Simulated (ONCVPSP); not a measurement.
**Ge (Z = 32): excitation energies, all-electron against ONCV**

Ge, optimised norm-conserving Vanderbilt (ONCV), made with ONCVPSP 4.0.1 (PBEsol, scalar-relativistic). Core [Ar] 3d10, reference 4s2 4p2. Waves: 4s: rc 1.45 bohr, ncon 4, nbas 7, qcut 4.5 1/bohr, 3 projectors, debl 3.4 Ha; 4p: rc 1.60 bohr, ncon 4, nbas 7, qcut 4.4 1/bohr, 1 projector; d scattering state at 0.14 Ha: rc 1.50 bohr, ncon 3, nbas 7, qcut 7.1 1/bohr, 2 projectors, debl 2 Ha. Local part: polynomial inside 1.10 bohr (lpopt 5, dvloc0 6 Ha). Core correction: Teter function, fcfact 4.25, rcfact 1.6.

Energies are relative to the spin-unpolarised reference configuration 4s2 4p2; without spin polarisation the order of configurations can differ from experiment.

| valence configuration | charge | ΔE all-electron (eV) | error AE − PS (meV) |
| --- | --- | --- | --- |
| 4s2 4p1 | +1 | 7.453 | -21 |
| 4s2 4p0 | +2 | 22.902 | -196 |
| 4s1 4p0 | +3 | 57.691 | -773 |

Problem. What are ΔE and the potential's error for 4s2 4p1.5?

Solution. ΔE = 2.805 eV all-electron; the error (AE − PS) is -3.1 meV.

Levels in the configuration 4s2 4p1:

| level | all-electron (eV) | pseudo (eV) |
| --- | --- | --- |
| 4s | -19.893 | -19.964 |
| 4p | -11.257 | -11.319 |

Note: ghosts flagged at negative energy: s at -170.0 eV, d at -25.4 eV; no localised positive-energy state flagged. A true bound ghost makes a file unfit for plane-wave use.
